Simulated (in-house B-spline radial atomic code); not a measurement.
# RPA and G0W0 on CAM-B3LYP: Sr II (Sr+)

Configuration [Kr] 5s1, highest spin, mean-field start CAM-B3LYP. Computed with an all-electron radial atomic-structure program (B-spline basis): all electrons, non-relativistic, point nucleus, each spin shell either full or empty, empty states to l = 9 with an (l + 1/2)⁻⁴ tail; G0W0 by contour deformation at full frequency.

Without relativity these are model numbers: it shifts the levels of so heavy an element strongly and can reorder them.

Command:
```bash
python run_gw.py task.json out
```
Settings (radii: box in bohr, nucleus in fm):
```
Z                        38
electrons                37
configuration            [Kr] 5s1
hamiltonian              nr
method                   camb3lyp
lmax                     9
spin_polarised           True
box_radius               23.78
intervals                54
ion_configuration        [Ar] 3d10 4s2 4p6
```

Time taken, with all properties: 5 s on 1 thread of Intel(R) Xeon(R) Platinum 8375C CPU @ 2.90GHz (Ice Lake), with other jobs on the host.

Energies (hartree):

```json
{"term": "mean-field total", "value": "-3133.32398"}
{"term": "Hartree-Fock functional on these orbitals", "value": "-3131.35368"}
{"term": "direct second order", "value": "-2.9631"}
{"term": "second-order exchange", "value": "0.85309"}
{"term": "SOSEX correction", "value": "0.79169"}
```

(1) What is the RPA correlation energy, and what remains with SOSEX?

Quasi-particle levels (eV):

| level | occupied | mean field | Σx - vxc | Σc | QP weight | G0W0 |
| --- | --- | --- | --- | --- | --- | --- |
| 5s up | yes | -10.033 | -0.26 | ? | ? | ? |
| 4p down | yes | -32.43 | -2.93 | 0.03 | 0.878 | -35.33 |
| 5s down | no | -6.588 | 2.30 | -1.37 | 0.917 | -5.655 |

G0W0 = mean field + (Σx - vxc) + Σc, with Σc (partial-wave tail included) taken at the quasi-particle energy. Only the outer levels were computed. Levels of low weight are left out.

(2) Where does G0W0 put 5s up?

(3) What does it cost to remove one electron (to [Ar] 3d10 4s2 4p6) by differences of total energies, each species on its own start (correlation terms add to the Hartree-Fock functional)?

Answers

(1) RPA gives -2.6087 hartree (-1.92 eV per electron); RPA + SOSEX gives -1.817, and the second-order doubles -2.1101 hartree (no singles). RPA lacks exchange-type terms and so overcorrelates at short range.

(2) At -11.265 eV, with Σc = -0.97 eV and a quasi-particle weight of 0.952. The tabulated removal energy is 11.030 eV (NIST, measured); the calculation leaves out relativity, Breit and QED terms, and what these don't explain is the method's own error.

(3) CAM-B3LYP 11.031 eV, Hartree-Fock functional 10.253 eV, + RPA 11.118 eV, + RPA + SOSEX 10.736 eV, + second order 11.046 eV. Tabulated: 11.030 eV (NIST, measured); the calculation leaves out relativity, Breit and QED terms, and what these don't explain is the method's own error.
